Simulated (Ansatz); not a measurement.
`C[C](O)([AlH2])[SiH3]` + H₂ → `O[CH]([AlH2])[SiH3]` + CH₄ at 500 K and 1 bar (hydrogenolysis of a C–C bond).

Isolated molecules relaxed with PBE0-D4/def2-TZVP in Ansatz; ΔE leaves out vibrations. CCSD(T)/CBS adds triple-zeta CCSD(T) − MP2 to the extrapolated MP2 energy (def2 sets, frozen cores). This one scheme is used for every species. One conformer a species, not always the lowest.

```tsv
species	CCSD(T)/CBS energy (Eh)	H − E (kJ/mol)	S (J/(mol·K))
`C[C](O)([AlH2])[SiH3]`	-687.74610	314.1	473.4
H₂	-1.17544	41.0	145.5
`O[CH]([AlH2])[SiH3]`	-648.48517	231.3	427.9
CH₄	-40.46206	135.6	206.8
```

H − E and S are ideal-gas, rigid-rotor, harmonic terms from PBE0-D4/def2-TZVP, for one conformer and one mirror image of each species. The MP2-based limit puts H₂ 0.8 mEh under its directly extrapolated value; such offsets cancel only in part. 1 Eh = 2625.50 kJ/mol, R = 8.31446 J/(mol·K).

Task: By hand: ΔE, ΔH, ΔS and ΔG.

Result: ΔE = (-648.48517) + (-40.46206) − (-687.74610) − (-1.17544) = -0.02569 Eh = -67.4 kJ/mol. Δ(H − E) = 231.3 + 135.6 − 314.1 − 41.0 = 11.8, so ΔH = -55.6 kJ/mol. ΔS = 427.9 + 206.8 − 473.4 − 145.5 = 15.8 J/(mol·K). ΔG = -55.6 − 500 × (15.8)/1000 = -63.5 kJ/mol.

Task: By hand: the equilibrium constant, and the temperature at which ΔG would vanish if ΔH and ΔS stayed fixed.

Result: log₁₀ K = −ΔG/(RT ln 10) = 6.6. ΔH and −TΔS have one sign here, so there is no such temperature.

ΔH outweighs TΔS. A doubt of 5 kJ/mol in ΔE shifts log₁₀ K by 0.5 here. Other conformers and mirror images would add mixing entropy, several J/(mol·K) or more a flexible species. These are equilibria of isolated gas molecules and say nothing of rates. Largest T1 diagnostic: 0.012 (customary marks: 0.02 for closed shells, 0.045 for open ones).
